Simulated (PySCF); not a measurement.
HOSn, neutral, multiplicity 2. Atoms are numbered in the order given.

```xyz
3

Sn    -0.0033    -0.3105     0.0000
O      0.1135     1.6756     0.0000
H     -0.7414     2.1217     0.0000
```
Charge 0, spin multiplicity 2.

Coordinates come from a r2SCAN-D4/def2-TZVP optimisation. The def2 effective core potentials stand for the cores of Sn; spin–orbit coupling is left out.

Method: r2SCAN/def2-TZVPD run with PySCF.

Mulliken values depend strongly on the basis, most of all with diffuse functions as here. ESP charges are fitted to the potential on shells at 1.4 to 2.0 van der Waals radii. Atomic charges (e):

| atom | Mulliken | ESP fit | Mulliken spin |
|---|---|---|---|
| Sn1 | 0.33 | 0.18 | 1.07 |
| O2 | -0.65 | -0.51 | -0.07 |
| H3 | 0.31 | 0.33 | 0.00 |
